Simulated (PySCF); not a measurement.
## Si2H8N3(+)

The system: Si2H8N3(+), a small molecule (built as: end group NH3+); charge +1, singlet. The structure, one conformer, was relaxed in the gas phase by PBE0-D3(BJ)/def2-SVP. No frequency run checks that it is a minimum.

SMILES: [NH3+][SiH]1N[SiH2]N1

Coordinates in Å:
```
N1      0.702   -0.089   -1.202
Si2     1.895   -0.236    0.115
N3      0.488   -0.676    1.118
Si4    -0.571   -0.615   -0.209
N5     -1.742    0.899    0.070
H6      0.826    0.048   -2.197
H7      2.894   -1.318   -0.065
H8      2.540    1.046    0.497
H9      0.438   -1.063    2.052
H10    -1.582   -1.635   -0.560
H11    -2.247    1.183   -0.778
H12    -1.178    1.704    0.371
H13    -2.450    0.738    0.796
```

Shieldings: GIAO PBE0/pcSseg-2. Shifts are against computed references at the same level: H TMS (σ 31.24 ppm), Si TMS (σ 341.3 ppm). Core levels by delta-SCF with SCAN, pcX-2 on the ionised atom and pcseg-1 elsewhere, spin-free X2C (2p3/2 is the spin-free 2p value less a third of a first-order spin-orbit splitting); from the vacuum level, for chosen atoms.

**Question.** Give the shieldings and core levels atom by atom.

**Answer.** 
| atoms | bonded to | σ (ppm) | δ (ppm) | core level (eV) |
| --- | --- | --- | --- | --- |
| N1 N3 | 2 Si + 1 H | 224.7 | - | 1s 408.65 |
| Si2 | 2 N + 2 H | 345.8 | -4.5 | 2p3/2 111.67 |
| Si4 | 3 N + 1 H | 370.7 | -29.4 | 2p3/2 112.75 |
| N5 | 1 Si + 3 H | 207.4 | - | 1s 413.08 |
| H6 | 1 N | 29.24 | 2.01 | - |
| H7 | 1 Si | 25.36 | 5.89 | - |
| H8 | 1 Si | 25.43 | 5.82 | - |
| H9 | 1 N | 29.22 | 2.03 | - |
| H10 | 1 Si | 25.13 | 6.11 | - |
| H11 H12 H13 | 1 N | 27.67 | 3.57 | - |

Values are those of this one static structure, with the three H of a rotating XH3 group averaged; atoms that internal rotation interchanges would show their mean in an NMR spectrum.

**Question.** Which of Si2, Si4 holds its core electrons tightest, and by how much against the loosest?

**Answer.** Si4 (bonded to 3 N + 1 H), by 1.08 eV over Si2 (bonded to 2 N + 2 H).

**Question.** By CAM-B3LYP/def2-SVPD (TDDFT singlets, Tamm-Dancoff triplets, ionisation by delta-SCF), where does absorption start, and what does vertical ionisation take?

**Answer.** The lowest singlet lies at 6.30 eV (f 0.023), the strongest of the first 6 at 7.38 eV (f 0.045), the lowest triplet at 6.01 eV; vertical ionisation takes 14.13 eV.
